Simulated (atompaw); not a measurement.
# Building the PAW (atompaw) potential for Pt (Z = 78) (LDA (PW92), non-relativistic).

platinum, PAW, made with atompaw 4.2.0.5 (LDA (PW92), non-relativistic). Core [Xe] 4f14, reference 5d9 6s1 6p0. Waves: 6s (bound): rc 3.00 bohr; 6s channel at 2.45 Ry: rc 3.00 bohr; 6p (bound, empty): rc 3.00 bohr; 6p channel at 0.7 Ry: rc 3.00 bohr; 5d (bound): rc 2.20 bohr; 5d channel at 0.15 Ry: rc 3.00 bohr. Local part: troulliermartins scheme with l = 3 at 0 Ry, radius 2.70 bohr. Core correction: smooth core density matched at 1.75 bohr. Augmentation charge: besselshape compensation charge, radius 2.25 bohr; PAW radius 3.00 bohr; waves and projectors: custom rrkj vanderbiltortho.

All-electron outer shells of the reference configuration (LDA (PW92), non-relativistic, ld1.x):

| shell | level (eV) | outermost node (bohr) | outermost maximum (bohr) |
| --- | --- | --- | --- |
| 5s | -80.28 | 0.54 | 0.96 |
| 5p | -51.27 | 0.55 | 1.02 |
| 5d | -7.44 | 0.58 | 1.24 |
| 6s | -4.39 | 1.27 | 2.73 |
| 6p | -0.99 | 1.42 | 3.78 |

Task: Does the generator finish with these settings?

Result: Yes, a potential is produced.

Task: Estimate the cutoffs (Ry, on a coarse ladder) from which the occupation-weighted sum of valence levels, in a spherical-Bessel basis at the reference potential, stays within 10 and 1 mRy of its value at 400 Ry.

Result: 21 Ry and 35 Ry.

Task: Does the potential have ghost states?

Result: No extra level below or beside the all-electron valence levels (s, p, d, f tested).

Task: Is the overlap operator S = 1 + Σ q|β⟩⟨β| positive definite (Bessel basis up to 400 Ry)?

Result: Yes: its lowest eigenvalue is 0.08 (d channel).

Task: Which valence shell sets the plane-wave cutoff?

Result: 5d: its level needs 21 Ry to come within 1 mRy, against 6 Ry for 6s.
